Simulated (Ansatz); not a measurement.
```yaml
crystal:
  periodic: [false, false, false]
  atoms:
    - {symbol: C, position_ang: [-0.103064, -1.710679, 0.858120]}
    - {symbol: O, position_ang: [-0.189837, -0.281037, 0.523564]}
    - {symbol: B, position_ang: [0.226118, 0.279602, -0.653632]}
    - {symbol: C, position_ang: [0.574396, -0.730255, -1.773495]}
    - {symbol: C, position_ang: [0.177527, 1.784373, -0.778495]}
    - {symbol: O, position_ang: [-0.698381, 1.174250, 2.937591]}
    - {symbol: H, position_ang: [0.861124, -2.116656, 0.648634]}
    - {symbol: H, position_ang: [-0.916570, -2.271396, 0.239782]}
    - {symbol: H, position_ang: [-0.410251, -1.793107, 1.870473]}
    - {symbol: H, position_ang: [0.764251, -0.218249, -2.762878]}
    - {symbol: H, position_ang: [-0.193471, -1.474807, -2.049017]}
    - {symbol: H, position_ang: [1.443393, -1.291857, -1.638951]}
    - {symbol: H, position_ang: [1.128772, 2.136632, -1.104418]}
    - {symbol: H, position_ang: [-0.006189, 2.295796, 0.204806]}
    - {symbol: H, position_ang: [-0.587606, 2.099724, -1.482558]}
    - {symbol: H, position_ang: [-0.442317, 0.664474, 2.172540]}
    - {symbol: H, position_ang: [-1.619675, 1.485622, 2.853719]}
basis:
  gaussian: {orbitals: cc-pVTZ}
magnetization: {spin_polarized: true, initial_magnetization: 2}
hamiltonian: {xc: {name: PBE}, dispersion: d4}
accuracy: high
scf: {max_iter: 3}
```

```sh
$ ansatz run in.yaml --threads 4 --pin off --events-out ev --progress --plain --max-ram 11315MiB
```

Output, abridged:

```
Error: invalid value for `basis.gaussian`: such a run doesn't read scf.max_iter; remove what it names
```

(1) What is wrong with this run?

## Answers

(1) The input holds a key that doesn't belong there. The input was rejected before any iteration.
